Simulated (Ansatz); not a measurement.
Calculated with Ansatz (gas phase, PBE0-D4/def2-TZVP geometries, no zero-point term in ΔE). CCSD(T)/CBS adds triple-zeta CCSD(T) − MP2 to the extrapolated MP2 energy (def2 sets, frozen cores). This one scheme is used for every species. Functionals use def2-TZVPP. Elements past krypton have def2 core potentials. For Sn outer-core shells are correlated without core-valence functions, which leaves a few kJ/mol of doubt a bond. Each species was taken in one conformer, which may not be the lowest.

Reaction (substitution at a C–Sn bond): `CC[CH2][SnH3]` + CH₃OH → `CCCOC` + `[SnH4]`

```tsv
level	ΔE (kJ/mol)
PBE-D4	37.7
r2SCAN	33.9
HF/def2-TZVPP	22.3
SCS-MP2/def2-TZVPP	44.0
CCSD(T)/def2-TZVPP	40.8
HF/CBS(def2)	23.0
MP2/CBS(def2)	58.7
CCSD/CBS(def2)	47.3
```

What does CCSD(T)/CBS give? (An estimate is asked.)

The calculation gave: +48.9 kJ/mol. The listed levels differ from it by -11.2, -15.0, -26.6, -4.9, -8.1, -25.9, 9.8, -1.6 kJ/mol.

Largest T1 diagnostic among the species: 0.013.

In def2-TZVPP, CCSD(T) changes the Hartree–Fock value by +18.4 kJ/mol (the triples alone add +1.7 kJ/mol) and MP2 by +28.2 kJ/mol. The D4 term adds +3.5 kJ/mol with B3LYP and +1.8 kJ/mol with PBE0; it sums over pairs of atoms, weighted by their polarisabilities, and B3LYP, whose exchange is more repulsive, gets the larger term.

B3LYP here is the variant with VWN-RPA as its local correlation; programs differ in this.
